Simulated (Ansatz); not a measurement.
Ansatz (a first-principles code) input (SVWN5/def2-TZVPD):

Ansatz 0.2 input:
```yaml
crystal:
  periodic: [false, false, false]
  atoms:
    - {symbol: Ga, position_ang: [-1.16580243, 0.11091855, -0.00776526]}
    - {symbol: Br, position_ang: [1.13701180, -0.10817931, 0.00757349]}
    - {symbol: H, position_ang: [-1.69444437, 1.57594444, -0.00149832]}
    - {symbol: H, position_ang: [-1.96109298, -1.22814373, -0.02285076]}
basis:
  gaussian:
    orbitals: def2-TZVPD
hamiltonian:
  xc: {name: SVWN5}
magnetization: {spin_polarized: true, initial_magnetization: 2}
```

Output:

```
Functional definition: SVWN5
integrals: 0.06 GiB planned
898 factors; their error is unknown
0.09 GiB of the device are held for the grids
0.63 GiB of device memory are held for the factors and their scratch space
mean field: 0.57 GiB planned
mean field evaluation 1: about -122271.6749 eV, gradient 2.9e1 eV
mean field evaluation 2: about -122264.5309 eV, gradient 4.7e1 eV
mean field evaluation 4: about -122273.8393 eV, gradient 9.6e0 eV
mean field evaluation 8: about -122274.6653 eV, gradient 1.3e-1 eV
mean field evaluation 16: about -122274.6446 eV, gradient 2.1e-4 eV
mean field evaluation 32: about -122269.6818 eV, gradient 1.2e1 eV
mean field evaluation 64: about -122273.4287 eV, gradient 1.3e0 eV
mean field evaluation 96: about -122273.3132 eV, gradient 4.1e0 eV
mean field -122274.64463459 eV, -4493.5103095904 hartree, gradient 6.9e-6 eV, S^2 2.001776; 13 other end points of the search recorded, 0 dependent functions left out
reference -122274.64467465 eV, -4493.5103110624 hartree; 35, 33 occupied and 94, 96 virtual orbitals, 898 factors
Total energy: -122274.64467465 eV, -4493.5103110624 hartree
```

This state (charge 0, triplet) is run at the relaxed geometry of the species with charge 0 and multiplicity 1, and is a spin state other than that species' own.
